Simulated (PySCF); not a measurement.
**Question.** Write a Z-matrix for `CO[SiH2][Se@](C)=O` as optimised with PBE0-D3(BJ)/def2-SVP.

**Answer.** 
Z-matrix in Å and degrees, rows numbered from 1:
```
C 
O   1  1.4033
Si  2  1.6607  1  126.06
Se  3  2.3276  2  111.17  1   166.37
C   4  1.9639  3   94.58  2   -67.86
O   4  1.6686  3   91.48  2  -173.69
H   1  1.1046  2  111.75  3    70.03
H   1  1.1001  2  108.72  3  -170.84
H   1  1.1055  2  111.98  3   -51.53
H   3  1.4887  2  112.97  1   -76.80
H   3  1.4912  2  111.36  1    49.99
H   5  1.0982  4  107.08  3   -58.27
H   5  1.0996  4  109.62  3    62.89
H   5  1.0980  4  107.75  3  -176.64
```

Si3 (oxygen-bound silicon) is distorted tetrahedral (angles from 104.3° to 113.0°). Se4 (selenium bonded to C, O and Si) is pyramidal (angles 105.7°, 94.6° and 91.5°, sum 291.7°, 0.95 Å off the plane of its three neighbours).

Method: PBE0-D3(BJ)/def2-SVP geometry optimisation, gas phase in PySCF 2.14.0.

Point group: C1 (no symmetry element, even within 0.4 Å). Whether it is a minimum is left open (no frequencies). The numbers are those of one conformer (C1–O2–Si3–Se4 166°, O2–Si3–Se4–C5 -68°).
